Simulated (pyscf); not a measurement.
## H₃C–CH₂–Al(CH₃)–CH₃, singlet

Gas-phase minimum from PySCF at ωB97X-D3(BJ)/def2-SVP, one conformer. 

```
Al
C 1 1.9629
H 2 1.1023 1 113.68
H 2 1.1050 3 107.63 1 123.54
H 2 1.1054 3 107.43 4 113.54
C 1 1.9636 2 120.59 3 177.11
H 6 1.1022 1 113.88 2 2.88
H 6 1.1050 7 107.67 1 -123.64
H 6 1.1055 7 107.43 8 -113.44
C 1 1.9682 2 120.45 3 -2.75
H 10 1.1078 1 108.08 2 -54.42
H 10 1.1080 11 103.79 1 -114.30
C 10 1.5360 11 110.22 12 -117.93
H 13 1.1032 10 111.61 11 177.69
H 13 1.1032 14 106.45 10 -122.01
H 13 1.1036 14 107.06 15 -114.22
```

Properties at ωB97X-D3(BJ)/def2-SVP:

| Quantity | Result |
|---|---|
| Harmonic wavenumbers, unscaled | 20, 44, 45, 106, 151, 163, 229, 280, 512, 516, 544, 619, 636, 690, 707, 755, 920, 959, 1055, 1228, 1229, 1236, 1248, 1407, 1432, 1433, 1437, 1438, 1439, 1482, 1493, 3034, 3044, 3045, 3048, 3076, 3127, 3128, 3129, 3135, 3154, 3155 cm⁻¹ |
| Zero-point energy | 85.1 kcal/mol |
| Rotational symmetry number | 1 |
| Entropy of this conformer at 298 K and 1 atm, rigid rotor and harmonic oscillator, modes under 100 cm⁻¹ raised to 100 | 388.6 J/(mol K) |
| Dipole moment | 0.13 D |

Single-point totals, which compare only within one level:

```tsv
level	total energy (hartree)
ωB97X-D3(BJ)/def2-TZVP	-401.68379
PBE/def2-TZVP	-401.17818
r²SCAN/def2-TZVP	-401.42143
B3LYP-D3(BJ)/def2-TZVP	-401.60931
PBE0-D3(BJ)/def2-TZVP	-401.24533
M06-2X/def2-TZVP	-401.44734
ωB97M-D3(BJ)/def2-TZVP	-401.63518
```

The lowest mode is so soft that the shape along it may change with the basis. Soft torsions are taken as harmonic, which can shift the entropy by several J/(mol K).
